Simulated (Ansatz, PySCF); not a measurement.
Species: CH3Cl2Si, charge 0, multiplicity 2. It need not be the lowest isomer of its formula. 
Structure (B3LYP-D3(BJ)/def2-TZVP (Ansatz, a quantum-chemistry and plane-wave program) minimum search):
SMILES: C[Si](Cl)Cl
```xyz
7

Si    -0.1118     0.5614    -0.1945
Cl     0.4691    -0.9445    -1.4955
Cl     0.7343     0.2027     1.6639
C     -1.9767     0.5318    -0.0272
H     -2.4430     0.7001    -0.9982
H     -2.3031     1.3053     0.6685
H     -2.2868    -0.4443     0.3533
```
Charge 0, spin multiplicity 2.

Dipole moments at this geometry, in debye (magnitudes).

```
level                    program  dipole (D)
-----------------------  -------  ----------
HF/def2-TZVPD              PySCF        2.20
SVWN5/def2-TZVPD          Ansatz        2.08
BLYP/def2-TZVPD           Ansatz        2.01
revPBE/def2-TZVPD         Ansatz        2.02
B97M-V/def2-TZVPD         Ansatz        2.06
B3LYP/def2-TZVPD          Ansatz        2.08
PBE0/def2-TZVPD           Ansatz        2.10
TPSSh/def2-TZVPD           PySCF        2.05
r2SCANh/def2-TZVPD        Ansatz        2.09
M06-2X/def2-TZVPD          PySCF        2.15
HSE06/def2-TZVPD          Ansatz        2.10
wB97M-V/def2-TZVPD        Ansatz        2.08
wB97X-V/def2-TZVPD        Ansatz        2.11
CCSD(T)/aug-cc-pV(D+d)Z   Ansatz        2.01
```
